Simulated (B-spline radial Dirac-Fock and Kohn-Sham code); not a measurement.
**Total conversion coefficients of Cd against transition energy**

Method: a Dirac-Hartree-Slater potential of the neutral atom with a Latter tail (no hole, which puts coefficients of high multipoles low close above an edge), finite nucleus with surface currents. Computed with a radial B-spline solver. Subshells within 1 keV of threshold and pair formation are left out.

```tsv
energy (keV)	E3	E4	E5	M3	M4	M5
10.3	6.32e+06	8.32e+08	9.96e+10	7.90e+06	1.43e+09	1.71e+11
12.3	2.16e+06	2.48e+08	2.45e+10	2.51e+06	3.74e+08	3.87e+10
13.4	1.28e+06	1.38e+08	1.26e+10	1.45e+06	1.96e+08	1.89e+10
16.2	407000	3.77e+07	2.87e+09	435000	4.78e+07	3.93e+09
17.5	255000	2.22e+07	1.58e+09	268000	2.71e+07	2.08e+09
19.7	125000	9.88e+06	6.33e+08	128000	1.14e+07	7.86e+08
20	114000	8.91e+06	5.64e+08	117000	1.02e+07	6.95e+08
30.5	9010	493000	2.17e+07	11300	501000	2.29e+07
50	530	17000	483000	1030	20800	508000
58.6	225	5900	144000	490	8110	161000
70.5	85.8	1760	35400	208	2810	44100
72	77.0	1530	30200	189	2490	38200
83.6	36.5	591	9880	95.8	1090	14000
89	26.8	399	6220	72.1	771	9250
100	15.3	194	2650	42.7	410	4350
110	9.76	109	1330	28.0	247	2370
115	7.93	83.7	970	23.0	195	1790
200	0.672	3.77	23.2	2.14	11.6	64.7
292	0.140	0.564	2.40	0.467	1.90	7.90
500	0.0190	0.0532	0.151	0.0636	0.182	0.522
529	0.0157	0.0426	0.117	0.0523	0.145	0.400
735	0.00560	0.0128	0.0293	0.0175	0.0405	0.0929
819	0.00411	0.00897	0.0194	0.0125	0.0273	0.0593
910	0.00308	0.00642	0.0132	0.00901	0.0188	0.0388
1000	0.00240	0.00482	0.00955	0.00679	0.0136	0.0269
1210	0.00149	0.00279	0.00513	0.00392	0.00729	0.0133
1220	0.00146	0.00273	0.00500	0.00383	0.00710	0.0129
1640	0.000741	0.00126	0.00210	0.00171	0.00289	0.00473
2000	0.000485	0.000786	0.00123	0.00103	0.00165	0.00255
```

Question: How fast do they fall between 1220 and 2000 keV?

Answer: As powers of the energy: E3 E^-2.23, E4 E^-2.52, E5 E^-2.83, M3 E^-2.65, M4 E^-2.96, M5 E^-3.28. Within one type (E or M) the higher multipoles fall faster.
